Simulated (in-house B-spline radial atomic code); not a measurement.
# Ir4+: [Xe] 4f14 (5d3/2)4 (5d5/2)1

All numbers are computed (Dirac-Hartree-Fock, average of the jj configuration; Fermi nucleus of rms radius 5.4032 fm) with a radial B-spline atomic code at the basis-set limit, not measured.

Z_r = [3n² - l(l+1)]/(2<r>); Z_e = n√(-2ε); the last column is Slater's effective charge. Values are occupation-weighted means over j. An effective charge above Z reflects the relativistic contraction of the inner shells.

| shell | electrons | ε (eV) | <r> (bohr) | Z_r | Z_e | Slater |
| --- | --- | --- | --- | --- | --- | --- |
| 1s | 2 | -76657 | 0.01744 | 86.01 | 75.06 | 76.70 |
| 2s | 2 | -13591 | 0.07292 | 82.28 | 63.21 | 72.85 |
| 2p | 6 | -11906 | 0.06576 | 76.03 | 59.16 | 72.85 |
| 3s | 2 | -3280.2 | 0.1895 | 71.23 | 46.58 | 65.75 |
| 3p | 6 | -2772.5 | 0.1901 | 65.76 | 42.82 | 65.75 |
| 3d | 10 | -2166.7 | 0.1734 | 60.57 | 37.86 | 55.85 |
| 4s | 2 | -771.79 | 0.4233 | 56.70 | 30.13 | 49.25 |
| 4p | 6 | -600.72 | 0.4486 | 51.27 | 26.58 | 49.25 |
| 4d | 10 | -376.09 | 0.4781 | 43.92 | 21.03 | 37.85 |
| 5s | 2 | -161.68 | 0.986 | 38.03 | 17.24 | 19.35 |
| 4f | 14 | -129.39 | 0.5298 | 33.98 | 12.34 | 26.45 |
| 5p | 6 | -113.29 | 1.12 | 32.59 | 14.43 | 19.35 |
| 5d | 5 | -57.621 | 1.464 | 23.57 | 10.29 | 7.60 |

The least bound orbital is 5d5/2 at -55.85 eV, and it is also the most diffuse (<r> = 1.498 bohr).

For the 1s electron the small component carries 8.5 % of the norm, the zero-frequency Breit interaction raises the level by 277.8 eV, self-energy by 176 eV, and vacuum polarisation lowers it by 34.82 eV.

The density falls to 0.001 bohr⁻³ at 3.133 bohr; Σ<r²> = 32.86 bohr² gives, by the non-relativistic formula and without the paramagnetism of open shells, a Langevin diamagnetic susceptibility of -26.02×10⁻⁶ cm³/mol.
